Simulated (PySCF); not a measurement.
Numbering as in the mapped SMILES `[O:1]=[C:2]([Cl:3])[c:4]1[cH:5][cH:6][cH:7][s:8]1`; H(Xn) means a hydrogen on atom n.

Geometry: PBE0-D3(BJ)/def2-TZVP; GIAO absolute shieldings from PySCF 2.14.0 with density-fitted response routines, gas phase, non-relativistic, averaged over equivalent atoms.

At wB97X-D/pcSseg-2 (344 basis functions, 85 s wall time on 1 thread of an Arm Neoverse V1, shared host):
```tsv
atoms	σ (ppm)
O1	-212.1
C2	10.9
C7	33.5
C4	35.0
C5	35.0
C6	49.1
Cl3	520.7
S8	236.2
H(C5)	23.33
H(C7)	23.61
H(C6)	24.29
```

Predict the values at B97-2/pcSseg-2 on the same geometry.

Results:


```json
{"atoms": "O1", "σ at B97-2/pcSseg-2": "-193.8", "change": "+18.3"}
{"atoms": "C2", "σ at B97-2/pcSseg-2": "14.9", "change": "+4.0"}
{"atoms": "C7", "σ at B97-2/pcSseg-2": "38.5", "change": "+5.0"}
{"atoms": "C4", "σ at B97-2/pcSseg-2": "38.9", "change": "+3.9"}
{"atoms": "C5", "σ at B97-2/pcSseg-2": "39.2", "change": "+4.2"}
{"atoms": "C6", "σ at B97-2/pcSseg-2": "51.9", "change": "+2.8"}
{"atoms": "Cl3", "σ at B97-2/pcSseg-2": "528.0", "change": "+7.3"}
{"atoms": "S8", "σ at B97-2/pcSseg-2": "249.9", "change": "+13.7"}
{"atoms": "H(C5)", "σ at B97-2/pcSseg-2": "23.39", "change": "+0.06"}
{"atoms": "H(C7)", "σ at B97-2/pcSseg-2": "23.73", "change": "+0.12"}
{"atoms": "H(C6)", "σ at B97-2/pcSseg-2": "24.31", "change": "+0.02"}
```

The largest change is at O1 (carbonyl oxygen). Cost: 344 basis functions, 62 s wall time on 1 thread of an Arm Neoverse V1, shared host. The order of the carbon signals is the same at both levels.

Carbons that carry Cl, above all several Cl atoms, come out too deshielded, partly because spin–orbit coupling is missing.
